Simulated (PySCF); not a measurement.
H4AsB (SMILES B[AsH2]), singlet, at a GFN2-xTB geometry; PBE0/def2-SVPD, polarisability (PySCF).

PySCF was given this input:
```python
from pyscf import gto, scf, dft
from pyscf.prop import polarizability

mol = gto.Mole()
mol.atom = '''
    B    -1.612267   -0.208878   -0.016713
    As    0.344623    0.056833   -0.050962
    H     0.693711   -1.179000    0.721127
    H     0.419580    0.899774    1.185605
    H    -2.340255    0.694631    0.146142
    H    -2.084275   -1.246497   -0.287580
'''
mol.basis = 'def2-svpd'
mol.charge = 0
mol.spin = 0
mol.verbose = 4
mol.build()

mf = dft.RKS(mol)
mf.xc = 'pbe0'
mf.kernel()
alpha = mf.Polarizability().polarizability()[2, 2]
print('alpha_zz =', alpha)
```

### Question
Write the output that PySCF gives for this input, abridged.

### Answer

```
site-packages/pyscf/prop/efg/rhf.py:45: UserWarning: Module EFG is under testing
  warnings.warn('Module EFG is under testing')
site-packages/pyscf/prop/efg/dhf.py:30: UserWarning: Module EFG is under testing
  warnings.warn('Module EFG is under testing')
site-packages/pyscf/prop/zfs/uhf.py:40: UserWarning: Module ZFS is under testing
  warnings.warn('Module ZFS is under testing')
site-packages/pyscf/prop/gtensor/uhf.py:43: UserWarning: Module g-tensor is under testing
  warnings.warn('Module g-tensor is under testing')
site-packages/pyscf/prop/gtensor/uks.py:41: UserWarning: Module g-tensor is under testing
  warnings.warn('Module g-tensor is under testing')
site-packages/pyscf/prop/hfc/uks.py:35: UserWarning: Module HFC is under testing
  warnings.warn('Module HFC is under testing')
site-packages/pyscf/prop/magnetizability/rhf.py:39: UserWarning: Module magnetizability is under testing
  warnings.warn('Module magnetizability is under testing')
site-packages/pyscf/prop/magnetizability/uhf.py:37: UserWarning: Module magnetizability is under testing
  warnings.warn('Module magnetizability is under testing')
site-packages/pyscf/prop/magnetizability/rks.py:37: UserWarning: Module magnetizability is under testing
  warnings.warn('Module magnetizability is under testing')
site-packages/pyscf/prop/magnetizability/uks.py:39: UserWarning: Module magnetizability is under testing
  warnings.warn('Module magnetizability is under testing')
site-packages/pyscf/prop/polarizability/uhf.py:34: UserWarning: Module polarizability is under testing
  warnings.warn('Module polarizability is under testing')
site-packages/pyscf/prop/polarizability/rks.py:29: UserWarning: Module polarizability is under testing
  warnings.warn('Module polarizability is under testing')
site-packages/pyscf/prop/polarizability/uks.py:29: UserWarning: Module polarizability is under testing
  warnings.warn('Module polarizability is under testing')
PySCF version 2.14.0

[INPUT] verbose = 4
[INPUT] num. atoms = 6
[INPUT] num. electrons = 42
[INPUT] charge = 0
[INPUT] spin (= nelec alpha-beta = 2S) = 0
[INPUT] symmetry False subgroup None
[INPUT] Mole.unit = angstrom
[INPUT] Symbol           X                Y                Z      unit          X                Y                Z       unit  Magmom
[INPUT]  1 B     -1.612267000000  -0.208878000000  -0.016713000000 AA   -3.046743069674  -0.394722213447  -0.031582992720 Bohr   0.0
[INPUT]  2 As     0.344623000000   0.056833000000  -0.050962000000 AA    0.651243086226   0.107398804837  -0.096304222760 Bohr   0.0
[INPUT]  3 H      0.693711000000  -1.179000000000   0.721127000000 AA    1.310923799598  -2.227987100862   1.362732531029 Bohr   0.0
[INPUT]  4 H      0.419580000000   0.899774000000   1.185605000000 AA    0.792891287345   1.700326434004   2.240468741915 Bohr   0.0
[INPUT]  5 H     -2.340255000000   0.694631000000   0.146142000000 AA   -4.422441011644   1.312662347633   0.276168355296 Bohr   0.0
[INPUT]  6 H     -2.084275000000  -1.246497000000  -0.287580000000 AA   -3.938708918278  -2.355537945092  -0.543447438902 Bohr   0.0

nuclear repulsion = 87.8453660103808
number of shells = 38
number of NR pGTOs = 150
number of NR cGTOs = 90
basis = def2-svpd
ecp = {}

******** <class 'pyscf.dft.rks.RKS'> ********
method = RKS
initial guess = minao
damping factor = 0
level_shift factor = 0
DIIS = <class 'pyscf.scf.diis.CDIIS'>
diis_start_cycle = 1
diis_space = 8
diis_damp = 0
SCF conv_tol = 1e-09
SCF conv_tol_grad = None
SCF max_cycles = 50
direct_scf = True
direct_scf_tol = 1e-13
XC library pyscf.dft.libxc version 7.1.2
    S. Lehtola, C. Steigemann, M. J. T. Oliveira, and M. A. L. Marques,  SoftwareX 7, 1–5 (2018)
XC functionals = pbe0
    C. Adamo and V. Barone,  J. Chem. Phys. 110, 6158 (1999)
    M. Ernzerhof and G. E. Scuseria,  J. Chem. Phys. 110, 5029 (1999)
radial grids:
    Treutler-Ahlrichs [JCP 102, 346 (1995); DOI:10.1063/1.469408] (M4) radial grids

becke partition: Becke, JCP 88, 2547 (1988); DOI:10.1063/1.454033
pruning grids: <function nwchem_prune>
grids dens level: 3
symmetrized grids: False
atomic radii adjust function: <function treutler_atomic_radii_adjust>
small_rho_cutoff = 0
Set gradient conv threshold to 3.16228e-05
Initial guess from minao.
tot grids = 73704
init E= -2261.66443463344
  HOMO = -0.301634288938826  LUMO = -0.133002712900284  gap/eV = 4.58870
cycle= 1 E= -2262.47549758314  delta_E= -0.811  |g|= 0.19  |ddm|= 2.64
  HOMO = -0.267975890808865  LUMO = -0.0550665483992345  gap/eV = 5.79356
cycle= 2 E= -2262.4791938371  delta_E= -0.0037  |g|= 0.135  |ddm|= 0.464
  HOMO = -0.277396383146257  LUMO = -0.0725261454069801  gap/eV = 5.57480
cycle= 3 E= -2262.48181732931  delta_E= -0.00262  |g|= 0.0231  |ddm|= 0.169
  HOMO = -0.280380127614842  LUMO = -0.070504045962545  gap/eV = 5.71102
cycle= 4 E= -2262.48197275409  delta_E= -0.000155  |g|= 0.0074  |ddm|= 0.0522
  HOMO = -0.279723983871989  LUMO = -0.0713217222120539  gap/eV = 5.67091
cycle= 5 E= -2262.48199498015  delta_E= -2.22e-05  |g|= 0.0014  |ddm|= 0.0138
  HOMO = -0.279749453344631  LUMO = -0.0711831183460272  gap/eV = 5.67538
cycle= 6 E= -2262.48199580719  delta_E= -8.27e-07  |g|= 0.000242  |ddm|= 0.00265
  HOMO = -0.279730311391535  LUMO = -0.0711374187525817  gap/eV = 5.67610
cycle= 7 E= -2262.48199582972  delta_E= -2.25e-08  |g|= 7.49e-05  |ddm|= 0.00051
  HOMO = -0.279740346468236  LUMO = -0.0711502489287739  gap/eV = 5.67603
cycle= 8 E= -2262.48199583151  delta_E= -1.79e-09  |g|= 1.59e-05  |ddm|= 0.000158
  HOMO = -0.279736450289773  LUMO = -0.071149001344752  gap/eV = 5.67595
cycle= 9 E= -2262.4819958316  delta_E= -9e-11  |g|= 2.85e-06  |ddm|= 4.57e-05
  HOMO = -0.279737016948116  LUMO = -0.0711496251139487  gap/eV = 5.67595
Extra cycle  E= -2262.48199583159  delta_E= 9.55e-12  |g|= 2.07e-06  |ddm|= 8.71e-06
converged SCF energy = -2262.48199583159
Isotropic polarizability 48.6441485651
Polarizability anisotropy 17.0351932137
alpha_zz = 41.74697791130441
```
